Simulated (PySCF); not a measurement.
# Spectroscopy problems

Calculated, not measured (PySCF 2.14): σ from GIAO-PBE0/pcSseg-1, coordinates at the GFN2-xTB level. Gas phase, relativity neglected, single conformer, one averaged value for each set of equivalent atoms.

References, each an isolated molecule treated in the same way: ¹H (31.72 ppm) and ¹³C (186.93 ppm) against TMS. Where no couplings were computed, multiplicities follow the n + 1 count of equivalent neighbours, and m marks all less simple cases (inequivalent or close neighbours, rings, F or P nearby). Shifts are as computed. Against solution values, carbons near 30 ppm lie about +3 ppm off and those near 130 ppm about +5 ppm (rms about the fit 2.1 ppm; single classes can miss by 10 ppm). Of 1328 compounds with measured shifts, 309 miss one by over three times the rms of a fit or turn the order of signals round; such compounds aren't used in these exercises. Signals without a measured value on file couldn't be tested in this way; 1H shifts scatter by 0.2 ppm about their fit, and single ones miss by 0.5 ppm.

**Question.** C8H7N. ¹H NMR (600 MHz, computed): δ 8.08 (d, 1H), 7.68 (d, 1H), 7.35 (m, 1H), 7.13 (m, 1H), 6.89 (m, 1H), 6.78 (m, 1H), 6.78 (m, 1H). ¹³C{¹H} NMR (computed): δ 137.4, 128.0, 125.8, 121.2, 121.1, 116.8, 113.4, 105.1. Identify the compound.

**Answer.** indolizine. Rings plus π bonds: 6 (2 rings in the answer). 8 carbon signals for 8 carbons: no two carbons are equivalent. Carbon types of the structure: 1 × C, 7 × CH, which accounts for all hydrogens. δC 137.4: ring-fusion aromatic carbon. δC 128.0, 113.4: aromatic CH next to a ring nitrogen. δC 125.8, 121.2, 121.1, 116.8, 105.1: aromatic CH. δH 7.68, 7.13, 6.89, 6.78, 6.78: hydrogen on an aromatic CH; aromatic region.

This is the structure that produced the data.

**Question.** C8H7N. ¹H NMR (300 MHz, computed): δ 8.91 (d, 2H), 7.41 (d, 2H), 2.33 (s, 3H). ¹³C{¹H} NMR (computed): δ 155.6 (CH), 136.6 (C), 131.6 (CH), 101.7 (C), 85.9 (C), 5.9 (CH3). What is it?

**Answer.** `CC#Cc1ccncc1`. The formula gives 6 degrees of unsaturation (1 ring in the answer). 6 carbon signals for 8 carbons: some carbons are equivalent by symmetry or fast rotation. Carbon types of the structure: 3 × C, 4 × CH, 1 × CH3, which accounts for all hydrogens. δC 155.6: aromatic CH next to a ring nitrogen; the adjacent pyridine-type nitrogen withdraws density from it. δC 131.6: aromatic CH; the aromatic region. δC 101.7, 85.9: alkyne carbon; sp carbons lie upfield of alkene carbons because the cylindrical π system leaves one tensor component strongly shielded. δH 8.91: hydrogen on an aromatic CH next to a ring nitrogen; ring current plus the neighbouring ring nitrogen.

This is the structure that produced the data.
